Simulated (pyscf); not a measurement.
This saddle point was located with ωB97X-D3(BJ)/def2-SVP in PySCF.

```xyz
11

O     -1.2065    -0.9250     1.0933
Ru    -2.0596    -0.8951    -0.3216
O     -2.6391    -2.4345    -0.5119
O     -3.3912     0.0627    -0.1928
O     -1.1770    -0.9006    -1.8853
O     -0.9931     0.9645    -0.6812
Si    -0.1540     1.8928     0.4267
H     -0.7953     0.1349    -1.6680
H      0.3581     3.1040    -0.2738
H      0.9996     1.1406     1.0028
H     -1.0743     2.2944     1.5275
```
Charge 0, spin multiplicity 1.

Surface: singlet, charge 0. Lowest wavenumbers (cm⁻¹): 1073i, 47, 102, 115, 147.

Question: Name the species on either side of this saddle.

Answer: O=Ru(=O)(=O)=O + silanol (HO–SiH₃) ⇌ O=Ru(=O)(=O)(OH)–O–SiH₃, an addition across a multiple bond or ene-type step read from left to right: H–O broken and O–Ru, H–O formed. At ωB97M-D3(BJ)/def2-TZVP it lies +1.35 eV from the left side and +0.36 eV from the right (each side as separated species at their lowest minima found). On the reactant side the descent ends in a complex (not fully relaxed), 0.22 eV under the separated species and 1.48 eV under the saddle at ωB97X-D3(BJ)/def2-TZVP. On the product side the descent ends in a point that may be a rotor saddle (no frequency run), 0.05 eV over the lowest minimum found and 0.33 eV under the saddle at ωB97X-D3(BJ)/def2-TZVP. At ωB97X-D3(BJ)/def2-TZVP the barrier from the zero used here is 1.27 eV. One saddle was located; it need not be the lowest between these sides. 2 of the closed-shell references are unstable towards spin polarisation; treat their single-reference values with care. Elements past Kr carry the def2 core potentials, without spin-orbit coupling.
